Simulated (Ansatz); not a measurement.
Steps of a relaxation of `C[N]=[Mo]([NH2])(=[N]C)[O]C` with RKS PBE-D4/def2-SVP.

```sh
$ ansatz run in.yaml --threads 4 --pin off --events-out ev --progress --plain --max-ram 66560MiB --backend cuda --devices 0, --max-vram 37GiB
```

```yaml
crystal:
  periodic: [false, false, false]
  atoms:
    - {symbol: C, position_ang: [0.896200, -0.643400, -2.160400]}
    - {symbol: N, position_ang: [0.467600, -1.123400, -0.889400]}
    - {symbol: Mo, position_ang: [0.549100, -0.015900, 0.652200]}
    - {symbol: N, position_ang: [2.625300, 0.766700, 0.827000]}
    - {symbol: N, position_ang: [-0.656200, 1.423500, 0.526700]}
    - {symbol: C, position_ang: [-1.537700, 1.560600, -0.586700]}
    - {symbol: O, position_ang: [0.185500, -1.130300, 2.319900]}
    - {symbol: C, position_ang: [-1.159900, -1.416300, 2.199000]}
    - {symbol: H, position_ang: [1.208000, 0.462800, -2.015600]}
    - {symbol: H, position_ang: [-0.026700, -0.618600, -2.828100]}
    - {symbol: H, position_ang: [1.652200, -1.218700, -2.577300]}
    - {symbol: H, position_ang: [3.204900, 0.060600, 0.407700]}
    - {symbol: H, position_ang: [2.538700, 1.635700, 0.213500]}
    - {symbol: H, position_ang: [-2.172900, 0.633800, -0.656000]}
    - {symbol: H, position_ang: [-0.942000, 1.671300, -1.504700]}
    - {symbol: H, position_ang: [-2.200000, 2.452500, -0.426500]}
    - {symbol: H, position_ang: [-1.463700, -2.149700, 2.979000]}
    - {symbol: H, position_ang: [-1.417400, -1.835100, 1.215200]}
    - {symbol: H, position_ang: [-1.792900, -0.520200, 2.361000]}
basis:
  gaussian: {orbitals: def2-SVP}
hamiltonian: {xc: pbe, dispersion: d4}
relax: {f_tol: 0.03, max_steps: 200}
```

Positions (Å) and forces (eV/Å) along the path, 8 of 34 steps:

```xyz
19
step=1 energy=-11645.3270 eV
C     0.896   -0.643   -2.160   -3.029    3.018    0.807
N     0.468   -1.123   -0.889   -0.053    2.286    4.026
Mo    0.549   -0.016    0.652    1.207   -0.698    0.076
N     2.625    0.767    0.827   -4.126    0.946   -0.504
N    -0.656    1.423    0.527    2.395   -3.428    0.218
C    -1.538    1.561   -0.587   -0.622    0.388    0.428
O     0.185   -1.130    2.320    1.322    1.817   -2.157
C    -1.160   -1.416    2.199   -1.142   -0.218    0.764
H     1.208    0.463   -2.016    0.101   -1.005   -0.820
H    -0.027   -0.619   -2.828    0.850   -0.087   -0.005
H     1.652   -1.219   -2.577    2.105   -1.484   -1.248
H     3.205    0.061    0.408    0.876   -0.523   -0.702
H     2.539    1.636    0.213    0.698   -1.052    0.712
H    -2.173    0.634   -0.656    0.012    0.472   -0.190
H    -0.942    1.671   -1.505   -0.177    0.195   -0.640
H    -2.200    2.453   -0.426    0.043   -0.234   -0.338
H    -1.464   -2.150    2.979    0.020   -0.193   -0.036
H    -1.417   -1.835    1.215   -0.260   -0.395   -0.457
H    -1.793   -0.520    2.361   -0.220    0.195    0.066
19
step=6 energy=-11647.9379 eV
C     0.863   -0.837   -2.359   -0.063   -0.036    0.322
N     0.780   -0.822   -0.922    0.169    0.074   -0.478
Mo    0.666    0.010    0.616    0.007    0.012   -0.016
N     2.402    0.915    0.896    0.138    0.411   -0.081
N    -0.521    1.269    0.335   -0.151    0.042   -0.101
C    -1.473    1.807   -0.594    0.033    0.007    0.123
O     0.058   -1.165    2.006   -0.229   -0.035   -0.031
C    -1.245   -1.624    2.305    0.229   -0.009   -0.042
H     1.222    0.152   -2.743   -0.065   -0.176    0.000
H    -0.126   -1.048   -2.833    0.083    0.008    0.061
H     1.575   -1.616   -2.717   -0.038    0.005    0.029
H     3.282    0.440    0.647   -0.113    0.068    0.047
H     2.540    1.938    0.794   -0.122   -0.528    0.157
H    -2.295    1.076   -0.779    0.024    0.074    0.017
H    -1.002    2.039   -1.577   -0.009    0.031    0.000
H    -1.940    2.740   -0.206    0.032   -0.024   -0.003
H    -1.215   -2.260    3.221    0.020    0.061   -0.078
H    -1.666   -2.242    1.474    0.043    0.029    0.073
H    -1.947   -0.777    2.493    0.015   -0.014    0.001
19
step=8 energy=-11648.0801 eV
C     0.877   -0.987   -2.428   -0.128    0.025    0.007
N     0.906   -0.741   -1.027    0.185   -0.008    0.008
Mo    0.662    0.044    0.521   -0.037   -0.052   -0.072
N     2.335    0.961    1.021    0.088    0.060   -0.071
N    -0.547    1.282    0.259   -0.097    0.063    0.112
C    -1.488    1.958   -0.575    0.016   -0.023   -0.044
O     0.054   -1.204    1.838   -0.054    0.018   -0.025
C    -1.191   -1.681    2.272    0.047   -0.008   -0.027
H     1.189   -0.086   -3.008   -0.011   -0.056    0.021
H    -0.151   -1.260   -2.763    0.046   -0.015   -0.049
H     1.553   -1.822   -2.724    0.010   -0.023    0.055
H     3.248    0.593    0.724   -0.067    0.054    0.032
H     2.409    1.974    1.170   -0.039   -0.139    0.039
H    -2.403    1.341   -0.726    0.014    0.037    0.010
H    -1.056    2.171   -1.580   -0.046    0.032   -0.005
H    -1.813    2.925   -0.129    0.032    0.000    0.021
H    -1.066   -2.223    3.239    0.002    0.025   -0.041
H    -1.638   -2.396    1.540    0.026    0.018    0.031
H    -1.923   -0.854    2.434    0.015   -0.008   -0.003
19
step=17 energy=-11648.1367 eV rejected
C     1.034   -1.093   -2.532   -0.032    0.032   -0.039
N     0.987   -0.670   -1.178    0.088   -0.017    0.033
Mo    0.622    0.015    0.393   -0.171   -0.062    0.054
N     2.229    0.962    1.008    0.013    0.008   -0.011
N    -0.658    1.213    0.261    0.136    0.029    0.023
C    -1.578    2.041   -0.442   -0.037   -0.052   -0.017
O     0.039   -1.350    1.596    0.024    0.046   -0.038
C    -1.170   -1.665    2.230    0.003    0.006   -0.008
H     1.510   -0.323   -3.183    0.004   -0.007   -0.012
H     0.014   -1.284   -2.938   -0.003   -0.001   -0.010
H     1.617   -2.035   -2.649   -0.002    0.001    0.026
H     3.172    0.774    0.655   -0.002    0.003    0.006
H     2.203    1.865    1.489    0.000   -0.007   -0.003
H    -2.627    1.771   -0.185   -0.023    0.020   -0.005
H    -1.465    1.951   -1.547   -0.016    0.015   -0.011
H    -1.441    3.113   -0.170    0.009   -0.004    0.004
H    -0.971   -2.010    3.270    0.002   -0.001    0.003
H    -1.699   -2.489    1.697   -0.001   -0.003    0.001
H    -1.860   -0.790    2.283    0.008   -0.007    0.003
19
step=20 energy=-11648.1403 eV
C     1.049   -1.075   -2.539   -0.016   -0.006   -0.082
N     1.000   -0.673   -1.177    0.035    0.004   -0.016
Mo    0.616    0.013    0.388   -0.055    0.020    0.020
N     2.220    0.957    1.014    0.014   -0.005   -0.010
N    -0.655    1.218    0.244    0.040   -0.036    0.006
C    -1.594    2.031   -0.453   -0.026    0.033   -0.024
O     0.030   -1.356    1.581   -0.011    0.008   -0.001
C    -1.164   -1.669    2.244    0.013    0.001   -0.005
H     1.620   -0.344   -3.162   -0.050   -0.072    0.057
H     0.027   -1.162   -2.982    0.093    0.008    0.031
H     1.546   -2.069   -2.651   -0.041    0.070    0.002
H     3.165    0.763    0.671   -0.002   -0.001    0.005
H     2.196    1.860    1.496   -0.009    0.001   -0.001
H    -2.635    1.813   -0.120    0.022    0.009   -0.009
H    -1.552    1.878   -1.558   -0.006    0.007    0.034
H    -1.409    3.113   -0.254   -0.004   -0.043   -0.007
H    -0.941   -2.029    3.274    0.000    0.002   -0.002
H    -1.714   -2.483    1.715    0.002    0.002    0.002
H    -1.845   -0.790    2.326    0.001   -0.003    0.001
19
step=22 energy=-11648.1424 eV
C     1.053   -1.069   -2.542   -0.008   -0.022   -0.074
N     1.008   -0.674   -1.179    0.016    0.010    0.002
Mo    0.615    0.012    0.385   -0.008   -0.008    0.013
N     2.213    0.962    1.015    0.008    0.002   -0.004
N    -0.659    1.213    0.236   -0.013   -0.007   -0.010
C    -1.602    2.024   -0.458    0.000    0.005    0.005
O     0.031   -1.358    1.577   -0.002   -0.003    0.000
C    -1.156   -1.673    2.250    0.003    0.003   -0.001
H     1.720   -0.399   -3.137   -0.047   -0.058    0.038
H     0.043   -1.039   -3.018    0.085   -0.001    0.031
H     1.443   -2.111   -2.651   -0.034    0.078    0.000
H     3.160    0.774    0.676    0.001    0.000    0.004
H     2.181    1.865    1.497   -0.001   -0.001   -0.003
H    -2.639    1.821   -0.104    0.002    0.002    0.000
H    -1.579    1.855   -1.559   -0.002    0.000    0.000
H    -1.403    3.105   -0.277   -0.001    0.002   -0.001
H    -0.923   -2.028    3.280    0.000    0.000    0.001
H    -1.708   -2.490    1.729    0.001   -0.001    0.000
H    -1.840   -0.796    2.336    0.000    0.000    0.000
19
step=25 energy=-11648.1452 eV
C     1.061   -1.063   -2.545   -0.007   -0.010   -0.034
N     1.013   -0.672   -1.181    0.003   -0.004    0.003
Mo    0.611    0.011    0.383    0.014    0.018   -0.002
N     2.205    0.970    1.009   -0.005    0.002    0.005
N    -0.669    1.205    0.230   -0.001   -0.010   -0.004
C    -1.616    2.016   -0.458    0.000    0.003    0.002
O     0.036   -1.363    1.575   -0.004   -0.004   -0.003
C    -1.146   -1.677    2.258    0.001    0.000    0.002
H     1.845   -0.495   -3.099   -0.022   -0.023    0.017
H     0.092   -0.881   -3.066    0.037   -0.003    0.015
H     1.299   -2.148   -2.651   -0.011    0.034    0.001
H     3.154    0.782    0.675   -0.004    0.000   -0.002
H     2.169    1.875    1.487   -0.001   -0.002    0.001
H    -2.649    1.820   -0.093    0.000    0.000    0.001
H    -1.604    1.842   -1.559    0.000    0.000   -0.001
H    -1.410    3.097   -0.285    0.001    0.001    0.000
H    -0.905   -2.023    3.289    0.000    0.000    0.000
H    -1.697   -2.500    1.746    0.001    0.000    0.001
H    -1.832   -0.802    2.340    0.000   -0.001    0.000
19
step=34 energy=-11648.1489 eV
C     1.075   -1.052   -2.555   -0.005   -0.005   -0.017
N     1.035   -0.672   -1.188   -0.002    0.000   -0.001
Mo    0.610    0.009    0.371    0.008   -0.002   -0.001
N     2.189    0.984    1.011   -0.006    0.004    0.003
N    -0.683    1.186    0.211    0.004    0.004   -0.001
C    -1.642    1.999   -0.458   -0.001    0.000    0.001
O     0.042   -1.377    1.552    0.000   -0.004   -0.003
C    -1.123   -1.678    2.269   -0.001    0.001    0.002
H     2.038   -0.743   -3.025   -0.020   -0.009    0.009
H     0.254   -0.586   -3.148    0.022   -0.011    0.010
H     0.992   -2.158   -2.673    0.002    0.024   -0.002
H     3.141    0.814    0.676   -0.002    0.000   -0.002
H     2.139    1.883    1.499    0.001   -0.001    0.002
H    -2.668    1.807   -0.069    0.000    0.000    0.000
H    -1.658    1.821   -1.558    0.000    0.000    0.000
H    -1.429    3.080   -0.293    0.000   -0.001    0.000
H    -0.861   -1.993    3.305    0.000    0.001    0.000
H    -1.678   -2.520    1.792    0.001    0.000    0.001
H    -1.815   -0.806    2.340    0.000   -0.001    0.000
```

Hardware: 4 threads of an AMD EPYC 7R13 on a shared host and a share of an NVIDIA H100 80 GB. Wall time 120 s, peak host memory 0.85 GiB.
